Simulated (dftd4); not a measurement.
C2H5OS, doublet, geometry from GFN2-xTB; D4 for bp86 (dftd4).

Input for dftd4:
```
$ dftd4 mol.xyz --func bp86 --charge 0 --json dftd4.json --noedisp --property

# file mol.xyz
9

C      1.16525674    -0.54297502     0.90922291
S      0.14934259    -0.10289399    -0.41483636
C     -1.50488595    -0.46057734     0.37933940
O      0.22105396     1.34343173    -0.60477129
H      1.27605910    -1.59816656     1.08077406
H      2.01109037     0.08626435     1.11641323
H     -1.61679546     0.18611660     1.24121374
H     -1.51950128    -1.50492909     0.66386570
H     -2.27099045    -0.24912121    -0.35808836
```

What the program printed (banner, timings and long lists left out):

```
                    ____  _____ _____     ____  _  _
      -------------|  _ \|  ___|_   _|---|  _ \| || |------------
     |             | | | | |_    | | ___ | | | | || |_           |
     |             | |_| |  _|   | ||___|| |_| |__   _|          |
     |             |____/|_|     |_|     |____/   |_|            |
     |             ===================================           |
     |            E. Caldeweyher, S. Ehlert & S. Grimme          |
     |          Mulliken Center for Theoretical Chemistry        |
     |                    University of Bonn                     |
      -----------------------------------------------------------

Rational (Becke-Johnson) damping: bp86-D4-ATM
---------------------
  s6         1.0000
  s8         3.3550
  s9         1.0000
  a1         0.4365
  a2         4.9241
 alp        16.0000
--------------------

Atomic data, radii in Ångström:
------------------------------------------------------
   Z          R(cov)      r4/r2   hardness         EN
------------------------------------------------------
   6 C        1.0000     1.6431     0.4220     2.5500
  16 S        1.3600     2.1385     0.3892     2.5800
   8 O        0.8400     1.3725     0.5869     3.4400
   1 H        0.4267     1.0622     0.4726     2.2000
------------------------------------------------------

Atomic reference systems (in atomic units):
----------------------------------------------------------------------------
   Z        #      CN     q+Z       C6(AA)   #      CN     q+Z       C6(AA)
----------------------------------------------------------------------------
   6 C      1  0.0000  6.0000      49.3833   2  0.9189  5.8288      52.1688
            3  1.9079  5.8579      35.6972   4  2.8312  5.7775      35.8445
            5  3.7487  5.7435      28.6317   6  2.9183  5.8956      32.2504
            7  0.8556  6.2103      25.6194
  16 S      1  0.0000 16.0000     134.5983   2  0.9220 15.8373     145.7512
            3  1.8445 15.7622     148.5324
   8 O      1  0.0000  8.0000      15.5711   2  0.8042  7.6453      20.8489
            3  1.6112  7.4012      24.8631   4  0.9798  8.0000      14.9880
   1 H      1  0.0000  1.0000       7.6362   2  0.8942  1.0000       3.0374
----------------------------------------------------------------------------

Atomic properties (in atomic units):
----------------------------------------------------------------------------
     #    Z              CN          q      C6(AA)        C8(AA)   alpha(0)
----------------------------------------------------------------------------
     1    6 C        2.8267    -0.1902     34.7862     1006.0785     9.6337
     2   16 S        2.7973     0.1565    132.3868     6485.7881    19.3994
     3    6 C        3.7389    -0.1987     27.3899      792.1639     7.5564
     4    8 O        0.8595    -0.3715     21.0494      424.7881     6.1563
     5    1 H        0.9263     0.1167      1.6403       19.8282     2.0028
     6    1 H        0.9262     0.1397      1.4629       17.6840     1.8914
     7    1 H        0.9253     0.1238      1.5828       19.1337     1.9674
     8    1 H        0.9254     0.1041      1.7481       21.1321     2.0676
     9    1 H        0.9253     0.1196      1.6165       19.5411     1.9883
----------------------------------------------------------------------------

Molecular properties (in atomic units):
----------------------------------------
 molecular C6                1119.1277
 molecular C8               33292.6312
----------------------------------------

Dispersion energy:      -8.1653533069656E-03 Eh

[Info] JSON dump of results written to 'dftd4.json'
```
